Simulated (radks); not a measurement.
Spherical quantum dot in the effective-mass picture: electrons in a parabolic well V = omega^2 r^2 / 2 with omega = 1.43, with a point charge +1 (a donor) at the centre, all in effective atomic units (hartree* = m*/eps^2 hartree, bohr* = eps/m* bohr), one dielectric constant everywhere. Method: non-relativistic Kohn-Sham, LDA (Slater exchange, Perdew-Wang correlation), spin-polarised, spherical densities; computed with a radial shooting solver with Libxc functionals. Levels are named by radial order and angular momentum (1s, 1p, 1d, 2s, ...), and open shells are averaged over m. Results are scaled to m* = 0.057 and eps = 9, for which hartree* = 19.15 meV and bohr* = 8.355 nm.

N = 27, configuration 1s2 1p6 1d10 2s2 1f(up 7, down 0). This is the lowest configuration that the search found. Occupied and some empty levels:

level,occupation,eigenvalue (meV),<r> (nm)
1s up,1,292.49,9.815
1s down,1,293.16,9.576
1p up,3,309.32,14.30
1p down,3,310.77,14.13
2s up,1,321.12,14.32
2s down,1,322.48,14.42
1d up,5,324.21,16.65
1d down,5,325.98,16.58
1f up,7,340.02,18.38
1f down,0,341.93,18.38
2p up,0,342.70,16.10
2p down,0,343.91,16.18
1g up,0,356.96,19.80
1g down,0,358.87,19.84
2d up,0,362.02,17.89
2d down,0,363.25,17.93

Energy (meV): total 5525.30, kinetic 757.69, external 1772.7, Hartree 3286.0, exchange-correlation -291.12.
